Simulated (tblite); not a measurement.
Compound: C5H9BOSi.
Numbering: `[CH:1]#[C:2][Si@@H:3]([BH:4][O:5][CH3:6])[CH:7]=[CH2:8]` (hydrogens: H9 on C1; H10 on Si3; H11 on B4; H12, H13, H14 on C6; H15 on C7; H16, H17 on C8)

Computed with GFN2-xTB (tblite), gas phase: L-BFGS steps from a force-field or distance-geometry start until the largest atomic force falls under 0.01 eV/Å.

At the end of the run (lengths in Å): B4–O5 1.325, Si3–C7 1.898, C2–Si3 1.865, Si3–B4 1.974, Si3–H10 1.485, C6–H12 1.092, C6–H14 1.094, B4–O5–C6 125.8°, Si3–B4–O5 116.1°, C2–Si3–B4 112.2°, B4–Si3–C7 113.7°, C2–Si3–B4–O5 100°, Si3–B4–O5–C6 -179°, C2–Si3–C7–C8 180°, H11–B4–O5–C6 1°, H12–C6–O5–B4 118°.

Question: These geometries were met on the way; a selection of coordinates is given. Order them by energy above the end point, lowest first.
A. B4–O5 1.321, Si3–C7 1.909, C2–Si3 1.869, Si3–B4 1.969, Si3–H10 1.462, C6–H12 1.097, C6–H14 1.088, B4–O5–C6 134.1°, Si3–B4–O5 103.8°, C2–Si3–B4 98.5°, B4–Si3–C7 103.8°, C2–Si3–B4–O5 86°, Si3–B4–O5–C6 -169°, C2–Si3–C7–C8 -173°, H11–B4–O5–C6 1°, H12–C6–O5–B4 140°
B. B4–O5 1.478, Si3–C7 1.847, C2–Si3 1.829, Si3–B4 1.944, Si3–H10 1.460, C6–H12 1.111, C6–H14 1.110, B4–O5–C6 108.0°, Si3–B4–O5 120.6°, C2–Si3–B4 108.2°, B4–Si3–C7 109.9°, C2–Si3–B4–O5 122°, Si3–B4–O5–C6 -93°, C2–Si3–C7–C8 178°, H11–B4–O5–C6 91°, H12–C6–O5–B4 62°
C. B4–O5 1.325, Si3–C7 1.900, C2–Si3 1.860, Si3–B4 1.975, Si3–H10 1.468, C6–H12 1.095, C6–H14 1.092, B4–O5–C6 128.0°, Si3–B4–O5 105.5°, C2–Si3–B4 103.6°, B4–Si3–C7 103.9°, C2–Si3–B4–O5 86°, Si3–B4–O5–C6 -173°, C2–Si3–C7–C8 -176°, H11–B4–O5–C6 -1°, H12–C6–O5–B4 144°
D. B4–O5 1.333, Si3–C7 1.886, C2–Si3 1.871, Si3–B4 1.985, Si3–H10 1.503, C6–H12 1.099, C6–H14 1.095, B4–O5–C6 141.9°, Si3–B4–O5 101.9°, C2–Si3–B4 103.5°, B4–Si3–C7 108.0°, C2–Si3–B4–O5 87°, Si3–B4–O5–C6 -152°, C2–Si3–C7–C8 -176°, H11–B4–O5–C6 10°, H12–C6–O5–B4 131°
E. B4–O5 1.335, Si3–C7 1.921, C2–Si3 1.884, Si3–B4 1.992, Si3–H10 1.515, C6–H12 1.093, C6–H14 1.085, B4–O5–C6 142.5°, Si3–B4–O5 105.6°, C2–Si3–B4 105.1°, B4–Si3–C7 113.3°, C2–Si3–B4–O5 102°, Si3–B4–O5–C6 -118°, C2–Si3–C7–C8 180°, H11–B4–O5–C6 61°, H12–C6–O5–B4 92°

Answer: C (0.161 eV), A (0.266 eV), D (0.437 eV), E (0.748 eV), B (1.212 eV).

```json
{"step": "36", "E above end (eV)": "0.161", "rms distance from the end, all atoms (Å)": "0.473", "largest force (eV/Å)": "0.159", "rms shift of all bonds from the end (Å)": "0.005"}
{"step": "27", "E above end (eV)": "0.266", "rms distance from the end, all atoms (Å)": "0.529", "largest force (eV/Å)": "0.525", "rms shift of all bonds from the end (Å)": "0.007"}
{"step": "22", "E above end (eV)": "0.437", "rms distance from the end, all atoms (Å)": "0.586", "largest force (eV/Å)": "0.501", "rms shift of all bonds from the end (Å)": "0.007"}
{"step": "15", "E above end (eV)": "0.748", "rms distance from the end, all atoms (Å)": "0.634", "largest force (eV/Å)": "0.965", "rms shift of all bonds from the end (Å)": "0.013"}
{"step": "0", "E above end (eV)": "1.212", "rms distance from the end, all atoms (Å)": "0.689", "largest force (eV/Å)": "2.218", "rms shift of all bonds from the end (Å)": "0.043"}
```

Rows stand in the order of the answer.
